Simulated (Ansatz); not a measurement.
Basis-set extrapolation for `CB(N)[SiH2]Cl` (PBE0-D4/def2-TZVP geometry, frozen core, Ansatz). Multiplicity 1, RHF reference.

```tsv
	def2-TZVPP	def2-QZVPP
HF	-869.684414	-869.711870
MP2 correlation	-0.802516	-0.864560
CCSD(T) correlation	-0.897707	not run
```

Energies in hartree. Use E(X) = E(∞) + A·exp(−7.88·√X) for Hartree–Fock and E(X) = E(∞) + B·X^(−2.97) for correlation, with X = 3 and 4, and add CCSD(T) minus MP2 of the smaller set to the MP2 limit.

What is the CCSD(T) energy at the basis-set limit?

HF limit: -869.711870 + (-0.027456) × 0.13774 = -869.71565. MP2 limit: -0.864560 + (-0.062044) × 0.74074 = -0.91052. Higher-order term: -0.897707 − (-0.802516) = -0.09519. Total: -870.72136 hartree, 3.79 eV below CCSD(T)/def2-TZVPP.
